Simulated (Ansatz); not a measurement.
AlH6NSSi2 (`[NH2][AlH][SiH]1[SiH2]S1`), relaxed with RKS PBE-D4/def2-SVP in Ansatz 0.2.0 from a rough embedded geometry. The force threshold is 0.03 eV/Å; the program also tests the step.

Total charge 0; spin multiplicity 1.

Start:

```xyz
11

N    -0.237   -2.063   -1.392
Al    0.697   -1.581    0.124
Si    0.043    0.333    1.284
Si   -0.026    2.152    0.009
S    -1.834    1.186    0.650
H    -1.291   -2.222   -1.136
H    -0.264   -1.258   -2.062
H     1.941   -2.395    0.619
H     0.463    0.707    2.704
H     0.245    3.373    0.633
H     0.264    1.767   -1.433
```

(1) How much energy does the relaxation release, and in how many steps? (An estimate is asked.)

(2) Which bonds change most? (An estimate is asked.)

(3) Give the relaxed structure. (Best estimate.)

Results:

(1) The calculation gave: 97.93 kJ/mol, in 16 steps, 1 of them rejected.

(2) The calculation gave: Si4–H10 from 1.398 to 1.501 Å; Al2–Si3 from 2.331 to 2.431 Å; Si3–S5 from 2.158 to 2.234 Å; N1–H6 from 1.096 to 1.026 Å.

(3) The calculation gave: 
```xyz
11

N    -0.305   -1.853   -1.229
Al    0.808   -1.675    0.150
Si    0.212    0.356    1.346
Si   -0.086    2.215    0.047
S    -1.790    0.985    0.580
H    -1.099   -1.213   -1.349
H    -0.298   -2.565   -1.963
H     2.012   -2.695    0.385
H     0.370    0.620    2.822
H    -0.093    3.601    0.623
H     0.270    2.223   -1.412
```
